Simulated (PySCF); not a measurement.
Species: C6H10F3OP.
Structure used (GFN2-xTB), in Å, numbered top down from 1:
```
atom  x, y, z in Å
C1    -1.694    1.704   -0.715
P2    -0.886    0.552    0.447
O3    -0.581    1.096    1.768
C4     0.481   -0.310   -0.417
C5     1.742    0.559   -0.557
C6     2.564   -0.546    0.123
C7     1.263   -1.272    0.495
C8    -2.183   -0.819    0.574
F9    -2.463   -1.406   -0.600
F10   -3.334   -0.327    1.046
F11   -1.783   -1.785    1.405
H12   -1.974    1.217   -1.645
H13   -0.993    2.514   -0.914
H14   -2.574    2.116   -0.223
H15    0.136   -0.754   -1.350
H16    2.031    0.820   -1.573
H17    1.681    1.465    0.046
H18    3.179   -1.108   -0.577
H19    3.179   -0.226    0.960
H20    0.996   -1.147    1.545
H21    1.204   -2.327    0.234
```

Definitions: NICS(0) = −σiso at the ring centroid; NICS(1) = −σiso and NICS(1)zz = −σzz at ±1 Å along the ring normal z. Level: GIAO PBE0/pcSseg-1 (PySCF, non-relativistic, gas phase) on the GFN2-xTB geometry, one conformer.

Ring bond lengths (Å), with Mayer bond orders in brackets: C4–C5 1.538 (0.98), C5–C6 1.536 (1.05), C6–C7 1.535 (1.05), C7–C4 1.539 (0.98).

Task: What do the NICS probes read (ppm)?

Result: 
```tsv
ring	type	NICS(0)	NICS(1), two faces	NICS(1)zz, two faces	rms pucker (Å)	centre to ring atoms, mean (Å)
C4–C5–C6–C7	4-membered carbocycle; formal bonds all single	1.1	0.6 / -0.2	5.3 / 6.1	0.07	1.08
```

Task: What do they say, and how far can they be read as aromaticity?

Result: 
- C4–C5–C6–C7: mean NICS(1)zz 5.7 ppm, deshielded. C4, C5, C6, C7 have four or more neighbours; no verdict on aromaticity is drawn.

Task: At the second NICS(1) probe listed for ring C4–C5–C6–C7, 1 Å off the ring, what do the in-plane components average?

Result: The isotropic value is a third of the trace: (3 × -0.2 − (6.1))/2 = -3.3 ppm.

Task: How shielded are the nuclei of the rings and their hydrogens (means over atoms taken as equivalent)?

Result: 
| atoms | environment | σ isotropic (ppm) |
| --- | --- | --- |
| C4 | sp3 carbon bound to phosphorus | 155.2 |
| C5 | four-membered-ring carbon | 169.5 |
| C6 | four-membered-ring carbon | 166.6 |
| C7 | four-membered-ring carbon | 167.4 |
| H15 | methine hydrogen | 29.10 |
| H16 | methylene hydrogen | 29.72 |
| H17 | methylene hydrogen | 29.16 |
| H18 | methylene hydrogen | 29.39 |
| H19 | methylene hydrogen | 29.60 |
| H20 | methylene hydrogen | 28.74 |
| H21 | methylene hydrogen | 29.60 |
